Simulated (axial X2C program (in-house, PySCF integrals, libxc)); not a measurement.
Levels of Sn₂⁺ by electron attachment to Sn₂²⁺ (EOM-EA-CCSD)

Calculated with an axial X2C code built on PySCF integrals: two-component X2C with atomic mean-field Coulomb and Gaunt terms, Gaussian nuclei, basis Sn dyall-acv3z with contracted cores.

R = 2.916 Å (1.045 times 2.790 Å, the PBE0 minimum at charge 1 for the lowest determinant).

Levels of Sn₂⁺ obtained by attaching an electron to Sn₂²⁺:

| Ω | binding energy (eV) | above lowest (cm⁻¹) | attached spinor | one-particle weight |
| --- | --- | --- | --- | --- |
| 1/2 | 12.351 | 0 | 88% Sn pπ | 0.94 |
| 3/2 | 12.098 | 2045 | 88% Sn pπ | 0.95 |
| 1/2 | 10.376 | 15926 | 78% Sn pπ, 12% Sn dπ | 0.90 |
| 3/2 | 10.006 | 18914 | 78% Sn pπ, 14% Sn dπ | 0.65 |

(1) What is the splitting of the first π pair in the table, and is it regular or inverted?

This point took 9 s on 1 thread of Arm Neoverse V1, on a shared host.

Reference electrons by ω block (each with its −ω partner): 1/2: 31, 3/2: 14, 5/2: 4. 6 electrons of Sn₂²⁺ correlated (inner shells frozen), 92 natural virtual spinors (a truncated set); levels can be off by some tenths of an eV. Roots sought by Ω: (1/2: 5, 3/2: 4, 5/2: 2, 7/2: 1); the list ends where they run out and leaves out roots under 60 % one-particle weight. The solver can skip a root, and states that need a further excitation, which the method places far too high, are missing though they may lie low or lowest. T1 of the reference 0.012 (Lee–Taylor). The reference was not checked to be the lowest state of its species. Number of frozen shells: Sn 4 s, 3 p, 2 d. g and u states are not told apart. Left out with split weight: Ω = 3/2 at 10.26 eV (0.35).

Answers

(1) E(3/2) − E(1/2) = 2045 − 0 = 2045 cm⁻¹ at EOM-EA-CCSD: regular, Ω = 1/2 lower. Splittings at this level can be off by ten to twenty per cent.
